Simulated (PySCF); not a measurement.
Peak assignment

Atom-mapped SMILES (the numbers label the heavy atoms): `[SiH3:1][N:2]([SiH3:3])[P:4]1[CH2:5][CH2:6][CH2:7]1`. Each H is labelled by its parent atom.

PySCF calculation with GFN2-xTB geometry and GIAO PBE0/pcSseg-1 shieldings; gas phase, relativity neglected, rapidly exchanging positions averaged, single conformer.

References, each an isolated molecule treated in the same way: ¹³C, ¹H against TMS.

Q: Assign these signals to the numbered atoms. ¹³C{¹H} NMR (computed): δ 31.5 (CH2), 20.6 (CH2).

A: 
| δ (ppm) | atoms | environment | reason |
| --- | --- | --- | --- |
| 31.5 | C5/C7 | sp3 CH2 bonded to P | – |
| 20.6 | C6 | sp3 CH2 in a ring | saturated and bonded to C and H only |

Q: Assign these signals to the numbered atoms. ¹H NMR (300 MHz, computed): δ 4.69 (m, 6H), 2.63 (m, 2H), 2.17 (m, 4H).

A: 
| δ (ppm) | atoms | environment | reason |
| --- | --- | --- | --- |
| 4.69 | H(Si1)/H(Si3) | hydrogen on a silicon bonded to N | – |
| 2.63 | H(C6) | hydrogen on an sp3 CH2 in a ring | – |
| 2.17 | H(C5)/H(C7) | hydrogen on an sp3 CH2 bonded to P | – |

Splittings by ³¹P in the carbon and heteronuclear signals aren't shown, as no couplings were computed. Shifts are as computed. Against solution values, carbons near 30 ppm lie about +3 ppm off and those near 130 ppm about +5 ppm. Of 1211 compounds with measured shifts, 218 miss one by over three times the rms of a fit or turn the order of signals round; such compounds aren't used in these exercises. Multiplicities follow the n + 1 count of equivalent neighbours, as no J values were calculated; m marks all less simple cases, F and P coupling included.
